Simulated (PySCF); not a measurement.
H4O4Ti, charge +1, doublet (typed; the unrestricted solution is spin-contaminated), at a GFN2-xTB geometry (such geometries of metal compounds can be far from the true shape) (the multiplicity is a formal guess); PySCF with HF/STO-3G.

The PySCF input:
```python
from pyscf import gto, scf

mol = gto.M(
    atom='''
Ti   -0.000000    0.000000   -0.000000
O     1.430743   -0.328764   -0.894346
H     2.234265   -0.513402   -1.396621
O     0.419407    0.471423    1.599007
H     0.654951    0.736180    2.497028
O    -0.872640    1.270209   -0.761600
H    -1.362725    1.983573   -1.189323
O    -0.977510   -1.412869    0.056939
H    -1.526491   -2.206352    0.088916
''',
    basis='sto-3g',
    charge=1,
    spin=1,
    verbose=5,
)

mf = scf.UHF(mol)
mf.kernel()
mf.analyze()
```

It wrote (shortened):

```
PySCF version 2.14.0

[INPUT] verbose = 5
[INPUT] max_memory = 4000
[INPUT] num. atoms = 9
[INPUT] num. electrons = 57
[INPUT] charge = 1
[INPUT] spin (= nelec alpha-beta = 2S) = 1
[INPUT] symmetry False subgroup None
[INPUT] Mole.unit = angstrom
[INPUT] Symbol           X                Y                Z      unit          X                Y                Z       unit  Magmom
[...]
[INPUT] ---------------- BASIS SET ----------------
[INPUT] l, kappa, [nprim/nctr], expnt,             c_1 c_2 ...
[INPUT] Ti
[...]
                                188.2662926       0.5353281423
                                50.95220601       0.4446345422
[...]
                                17.48676162       0.3995128261
                                5.687237606       0.7001154689
[...]
                                1.645810296       0.2175436044
                                0.635004777       0.9166769611
[...]
                                0.2628702203      0.0196064117
                                0.1160862609      1.131034442
[...]
                                17.48676162       0.6076837186
                                5.687237606       0.3919573931
[...]
                                1.645810296       0.5777664691
                                0.635004777       0.4846460366
[...]
                                0.2628702203      0.5715227604
                                0.1160862609      0.5498949471
[...]
                                0.502076728       0.6555473627
                                0.19371681        0.286573259
[INPUT] O
[...]
                                23.808861         0.53532814
                                6.4436083         0.44463454
[...]
                                1.1695961         0.39951283
                                0.380389          0.70011547
[...]
                                1.1695961         0.60768372
                                0.380389          0.39195739
[INPUT] H
[...]
                                0.62391373        0.53532814
                                0.1688554         0.44463454

nuclear repulsion = 338.682984709258
number of shells = 24
number of NR pGTOs = 126
number of NR cGTOs = 42
basis = sto-3g
ecp = {}

******** <class 'pyscf.scf.uhf.UHF'> ********
method = UHF
initial guess = minao
damping factor = 0
level_shift factor = 0
DIIS = <class 'pyscf.scf.diis.CDIIS'>
diis_start_cycle = 1
diis_space = 8
diis_damp = 0
SCF conv_tol = 1e-09
SCF conv_tol_grad = None
[...]
converged SCF energy = -1137.57466011886  <S^2> = 0.87654812  2S+1 = 2.1227794
Total Energy =                       -1137.574660118863221
[...]
spin_pop of  0 Ti 3py      -0.00017
spin_pop of  0 Ti 3pz      -0.00008
spin_pop of  0 Ti 4px      -0.01353
spin_pop of  0 Ti 4py      -0.03576
spin_pop of  0 Ti 4pz      -0.01278
spin_pop of  0 Ti 3dxy     -0.08499
spin_pop of  0 Ti 3dyz     -0.06094
spin_pop of  0 Ti 3dz^2    -0.01864
spin_pop of  0 Ti 3dxz     -0.03329
spin_pop of  0 Ti 3dx2-y2   -0.10904
spin_pop of  1 O 1s       -0.00001
spin_pop of  1 O 2s        0.02570
spin_pop of  1 O 2px       0.07428
spin_pop of  1 O 2py       0.54883
spin_pop of  1 O 2pz       0.02955
spin_pop of  2 H 1s       -0.03323
spin_pop of  3 O 1s       -0.00000
spin_pop of  3 O 2s        0.00225
spin_pop of  3 O 2px       0.03303
spin_pop of  3 O 2py       0.01019
spin_pop of  3 O 2pz       0.00707
spin_pop of  4 H 1s       -0.00264
spin_pop of  5 O 1s       -0.00000
spin_pop of  5 O 2s        0.00225
spin_pop of  5 O 2px       0.03271
spin_pop of  5 O 2py       0.00941
spin_pop of  5 O 2pz       0.00818
spin_pop of  6 H 1s       -0.00264
spin_pop of  7 O 1s       -0.00001
spin_pop of  7 O 2s        0.02570
spin_pop of  7 O 2px       0.28968
spin_pop of  7 O 2py       0.17610
spin_pop of  7 O 2pz       0.18675
spin_pop of  8 H 1s       -0.03322
 ** Mulliken Spin Density (per atom)  **
spin density of  0 Ti =     -0.38995
spin density of  1 O =      0.67835
spin density of  2 H =     -0.03323
spin density of  3 O =      0.05254
spin density of  4 H =     -0.00264
spin density of  5 O =      0.05256
spin density of  6 H =     -0.00264
spin density of  7 O =      0.67822
spin density of  8 H =     -0.03322
 ** Mulliken pop alpha/beta on meta-lowdin orthogonal AOs **
 ** Mulliken pop       alpha | beta **
In total            29.00000 | 28.00000
 ** Mulliken atomic charges   ( Nelec_alpha | Nelec_beta ) **
charge of  0Ti =      1.18493  (    10.21256     10.60251 )
charge of  1O =     -0.15903  (     4.41869      3.74034 )
charge of  2H =      0.26421  (     0.35128      0.38451 )
charge of  3O =     -0.40656  (     4.22955      4.17701 )
charge of  4H =      0.20895  (     0.39420      0.39684 )
charge of  5O =     -0.40655  (     4.22955      4.17700 )
charge of  6H =      0.20896  (     0.39420      0.39684 )
charge of  7O =     -0.15910  (     4.41866      3.74044 )
charge of  8H =      0.26419  (     0.35129      0.38452 )

WARN: System has nonzero charge 1; the dipole moment is origin-dependent.
Location of origin: [0. 0. 0.]

Dipole moment(X, Y, Z, Debye):  0.71662, -2.75153, -1.32342
```
